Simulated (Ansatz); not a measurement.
Two structures of Si5H13Cl, closed shell, reached by relaxing down either side of one saddle point (PBE0-D4/def2-TZVP). Energies are electronic, without zero-point energy. Program: Ansatz 0.2.0. Basis: def2-TZVPP and def2-QZVPP. Cores are frozen in the correlated methods. Extrapolation: Hartree–Fock as exp(−7.88 √X), correlation as X^−2.97. First:

Si1  (-0.820, 2.892, 1.904)
Cl2  (-2.592, 2.049, 1.291)
H3  (-0.827, -0.747, 1.163)
Si4  (-0.038, -0.923, -0.089)
Si5  (-0.584, 0.736, -1.643)
Si6  (2.243, -0.791, 0.401)
Si7  (-0.507, -3.020, -1.009)
H8  (0.241, 1.863, 1.822)
H9  (-0.509, 4.032, 1.014)
H10  (-0.988, 3.352, 3.301)
H11  (-0.218, 2.088, -1.140)
H12  (-2.033, 0.717, -1.972)
H13  (0.193, 0.482, -2.887)
H14  (2.590, 0.545, 0.961)
H15  (2.636, -1.834, 1.387)
H16  (3.028, -0.997, -0.846)
H17  (-1.951, -3.137, -1.349)
H18  (-0.151, -4.106, -0.056)
H19  (0.289, -3.200, -2.253)
(Å)

Second:

| atom | x (Å) | y (Å) | z (Å) |
| --- | --- | --- | --- |
| Si1 | -0.3045 | 1.7011 | 1.3481 |
| Cl2 | -3.4870 | -0.4077 | 2.5307 |
| H3 | -3.2832 | -1.0247 | 1.4242 |
| Si4 | 0.3806 | 0.0971 | -0.2089 |
| Si5 | 0.1085 | 0.9347 | -2.3730 |
| Si6 | 2.6345 | -0.4143 | 0.1366 |
| Si7 | -0.8475 | -1.8782 | -0.0201 |
| H8 | 0.6042 | 2.8752 | 1.2404 |
| H9 | -1.6941 | 2.1434 | 1.0636 |
| H10 | -0.2267 | 1.1569 | 2.7284 |
| H11 | 0.8871 | 2.1914 | -2.5388 |
| H12 | -1.3273 | 1.2236 | -2.6350 |
| H13 | 0.5850 | -0.0592 | -3.3726 |
| H14 | 3.4658 | 0.8085 | -0.0258 |
| H15 | 2.8370 | -0.9528 | 1.5085 |
| H16 | 3.0855 | -1.4345 | -0.8480 |
| H17 | -2.3001 | -1.6127 | -0.2538 |
| H18 | -0.7081 | -2.4777 | 1.3336 |
| H19 | -0.4099 | -2.8701 | -1.0381 |

Task: Which bonds change from the first to the second?

Result: Si₄H₁₀ ([SiH3][SiH]([SiH3])[SiH3]) + SiH₃Cl ([SiH3][Cl]) → Si₅H₁₂ ([SiH3][Si]([SiH3])([SiH3])[SiH3]) + HCl; bonds formed: Si1–Si4, Cl2–H3; bonds broken: Si1–Cl2, H3–Si4.

Task: Give the saddle point's structure and its height above each. (An estimate is asked for; the value comes from the calculation.)

Result: The calculation gives: 55.10 kcal/mol above the first and 37.08 kcal/mol above the second (CCSD(T) at an estimated basis limit (MP2 extrapolated from triple and quadruple zeta, plus CCSD(T) − MP2 in triple zeta)).
Si1  (-0.530, 1.602, 1.452)
Cl2  (-2.508, 0.006, 2.047)
H3  (-1.050, 0.068, 0.971)
Si4  (0.107, -0.264, -0.236)
Si5  (-0.235, 1.007, -2.168)
Si6  (2.331, -0.391, 0.481)
Si7  (-0.990, -2.338, -0.324)
H8  (0.727, 2.138, 0.811)
H9  (-1.591, 2.525, 1.016)
H10  (-0.172, 1.438, 2.871)
H11  (0.286, 2.383, -1.975)
H12  (-1.685, 1.046, -2.485)
H13  (0.499, 0.348, -3.280)
H14  (3.097, 0.759, -0.061)
H15  (2.364, -0.365, 1.967)
H16  (2.924, -1.663, -0.009)
H17  (-2.406, -2.138, -0.712)
H18  (-0.873, -3.010, 0.993)
H19  (-0.295, -3.152, -1.359)
(Å)

T1 diagnostic: at most 0.015.

Labels in which every atom is bracketed show which atoms are joined, not bond orders.

For scale, one of the runs: CCSD(T)/def2-TZVPP, 434 basis functions, launched by `ansatz run in.yaml --threads 4 --pin off --events-out ev --progress --plain --max-ram 66560MiB --backend cuda --devices 0, --max-vram 37GiB`. Hardware: 4 CPU threads of an AMD EPYC 7R13 and a share of one NVIDIA H100, shared host. Wall time 20 s; peak host memory 1.1 GiB.
